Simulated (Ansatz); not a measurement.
Relaxation of BCl3H2O (7 atoms, charge 0, multiplicity 1), to a largest force component of 0.03 eV/Å in at most 50 steps.

Method: RKS B3LYP/def2-SVP in Ansatz.

```xyz
7
Properties=species:S:1:pos:R:3:forces:R:3
B -0.060 -0.248 0.057 -0.04 -0.42 0.86
O -0.054 -0.417 1.425 -0.02 0.13 -0.94
H -0.949 -0.410 1.795 0.01 -0.02 -0.01
Cl 1.474 -0.341 -0.791 -0.01 0.00 0.00
Cl -1.583 -0.098 -0.828 0.01 0.00 0.00
Cl 0.340 2.666 0.941 0.28 -0.51 0.76
H 0.635 1.656 1.757 -0.23 0.82 -0.67
```

Task: Where does it end, and by what steps?

Result: It converged. The force dipped under the threshold on the way, but the program's further checks kept it going. After 32 steps the energy has fallen by 0.151 eV; Cl5 moved furthest, 1.65 Å.

```csv
step,energy less start (eV),largest force component (eV/Å),accepted
0,0.0000,0.938,yes
2,-0.1035,0.548,yes
4,-0.1250,0.071,yes
6,-0.1330,0.084,yes
8,-0.1265,0.647,no
10,-0.1366,0.188,yes
12,-0.1377,0.048,yes
14,-0.1392,0.089,yes
16,-0.1407,0.114,yes
18,-0.1426,0.118,yes
20,-0.1442,0.111,yes
22,-0.1457,0.161,yes
24,-0.1480,0.013,yes
26,-0.1481,0.201,no
28,-0.1503,0.051,yes
30,-0.1498,0.102,no
32,-0.1508,0.028,yes
```

```xyz
7
Properties=species:S:1:pos:R:3
B -0.193 -0.509 -0.183
O -0.352 0.338 0.857
H -1.178 0.210 1.347
Cl 1.263 -0.380 -1.151
Cl -1.428 -1.722 -0.556
Cl 1.025 2.947 2.377
H 0.665 1.924 1.664
```

Run time: 79 s on 2 threads of Arm Neoverse V1, on a shared host, peak memory 0.19 GiB.
